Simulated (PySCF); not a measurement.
Coordinates in bohr (charge 0 multiplicity 2):
```
Si    0.0000    0.0000    0.0000
Cl    4.0331    0.0000    0.0000
Cl   -2.0165    3.4928    0.0000
Cl   -2.0166   -3.4928    0.0000
```

All numbers come from UPBE0 in PySCF with Si def2-SVP, Cl def2-SVP; no relativity; density-fitted integrals.

This geometry of SiCl3 is a stationary point at this level.

What is the point group?

D3h.

Is it a minimum?

No: it has 3 imaginary modes, at 760i cm⁻¹ (a2''), 38i cm⁻¹ (e').

What are the dipole moment and the gap between the highest occupied and lowest empty levels of either spin?

0.00 D and 2.03 eV.

Give the atomic charges and bond orders.


```csv
atom,Mulliken,Löwdin,polar tensor,spin (Mulliken),Mayer order to Si1
Si1,0.65,0.21,0.69,0.54,–
"Cl2,3,4",-0.22,-0.07,-0.23,0.15,1.06
```

This need not be the most stable arrangement of these atoms. At this level a doublet minimum of C3v symmetry lies 129 kJ/mol below this structure.
